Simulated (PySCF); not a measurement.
Compound: H4O4Si.
InChI=1S/H4O4Si/c1-5(2,3)4/h1-4H

Computed with TDDFT PBE0/def2-SVPD, vertical, gas phase, core orbitals frozen in the response (PySCF). Geometry: GFN2-xTB; no solvent, vibrations or thermal averaging. Torsions of this conformer, `[OH:1][Si:2]([OH:3])([OH:4])[OH:5]`: H–O1–Si2–O3 166°, H–O3–Si2–O1 -43°, H–O4–Si2–O1 -167°, H–O5–Si2–O1 -75°.

Computed states:

| state | E (eV) | f |
| --- | --- | --- |
| S1 | 7.77 | 0.010 |
| S2 | 7.77 | 0.011 |
| S3 | 8.52 | 0.0000 |
| S4 | 8.65 | 0.130 |
| S5 | 9.04 | 0.0070 |
| S6 | 9.06 | 0.0001 |
| S7 | 9.13 | 0.072 |
| S8 | 9.14 | 0.074 |

Broadening: Gaussians 0.5 eV wide at half height, area fixed by f = 4.319×10⁻⁹ ∫ε dν̃. The width is an assumption, not a result. The curve ends short of the highest state used, and states not computed would add to its high-energy end.

Q: What does the envelope look like, and where are its maxima?

A: 
E (eV), ε (L mol⁻¹ cm⁻¹) and a bar:
```
     7.02          2 
     7.05          4 
     7.07          5 
     7.10          8 
     7.13         12 
     7.16         18 
     7.18         23 
     7.21         34 
     7.24         49 
     7.27         70 
     7.29         87 
     7.32        118 #
     7.35        158 #
     7.38        207 #
     7.41        266 #
     7.43        311 #
     7.46        387 ##
     7.49        471 ##
     7.52        563 ###
     7.54        627 ###
     7.57        724 ###
     7.60        819 ####
     7.63        909 ####
     7.65        964 #####
     7.68       1035 #####
     7.71       1089 #####
     7.74       1124 #####
     7.76       1135 #####
     7.79       1133 #####
     7.82       1110 #####
     7.85       1067 #####
     7.88       1007 #####
     7.90        960 #####
     7.93        883 ####
     7.96        803 ####
     7.99        727 ###
     8.01        681 ###
     8.04        627 ###
     8.07        595 ###
     8.10        594 ###
     8.12        613 ###
     8.15        679 ###
     8.18        795 ####
     8.21        968 #####
     8.23       1119 #####
     8.26       1400 #######
     8.29       1750 ########
     8.32       2168 ##########
     8.35       2651 #############
     8.37       3006 ##############
     8.40       3576 #################
     8.43       4179 ####################
     8.46       4795 #######################
     8.48       5203 #########################
     8.51       5791 ###########################
     8.54       6332 ##############################
```

Maxima: 160 nm (7.77 eV), ε about 1100, made up of S1 (49%) and S2 (51%) (ε in L mol⁻¹ cm⁻¹; maxima over ε = 5, shares over 10%). At its high-energy end, 8.54 eV, the curve is still rising (ε about 6300, from S4).

Q: Coming from long wavelengths, where does ε first pass 100 L mol⁻¹ cm⁻¹?

A: At about 170 nm (7.30 eV), 0.46 eV below S1.

Q: What would ε be at 7.77 eV, the highest of these maxima, with half the width (0.25 eV)?

A: About 2270 L mol⁻¹ cm⁻¹ against 1140, a factor of about 2.00; a lone state at its own centre would give exactly 2.

Q: Does any computed singlet lie in the visible range?

A: No computed singlet lies in the visible range (380 to 750 nm); the lowest, at 160 nm, stands 4.51 eV above its violet end (3.26 eV).
